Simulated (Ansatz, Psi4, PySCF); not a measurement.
H2Al (SMILES [AlH2+]), charge +1, singlet, at a GFN2-xTB geometry (such geometries of metal compounds can be far from the true shape). Base run: WB97X-V/STO-3G (PySCF).

Input for PySCF:
```python
from pyscf import gto, scf, dft

mol = gto.Mole()
mol.atom = '''
    Al    0.000000    0.000000    0.000000
    H    -0.000000   -0.000000   -1.524591
    H     0.000000    0.000000    1.524591
'''
mol.basis = 'sto-3g'
mol.charge = 1
mol.spin = 0
mol.verbose = 4
mol.build()

mf = dft.RKS(mol)
mf.xc = 'wb97x_v'
mf.kernel()
```

The same geometry, method and basis name were run in Ansatz (a program for electronic structure) and Psi4 and PySCF, at each program's defaults and at the settings that a row names. The base is PySCF at its defaults. Differences at the defaults can come from grids, fitting, cores and function types together.

| code and settings | ΔE vs base (mEh) | basis functions | E (Eh) | SCF cycles |
|---|---|---|---|---|
| PySCF, defaults (exact integrals, its default grid, spherical functions) | 0.000 | 11 | -240.42021 | 6 |
| Psi4, defaults (density fitting with its default set, its default grid, spherical functions) | -0.616 | 11 | -240.42082 | 5 |
| Ansatz, defaults (factorised integrals, its default grid, spherical functions) | 0.000 | 11 | -240.42021 | - |
| PySCF, density fitting with def2-universal-jkfit | -0.613 | 11 | -240.42082 | 6 |
| PySCF, fine grid | 0.000 | 11 | -240.42021 | 6 |
| Psi4, exact integrals, spherical functions, fine grid | 0.001 | 11 | -240.42021 | 7 |
| Ansatz, high accuracy | 0.000 | 11 | -240.42021 | - |
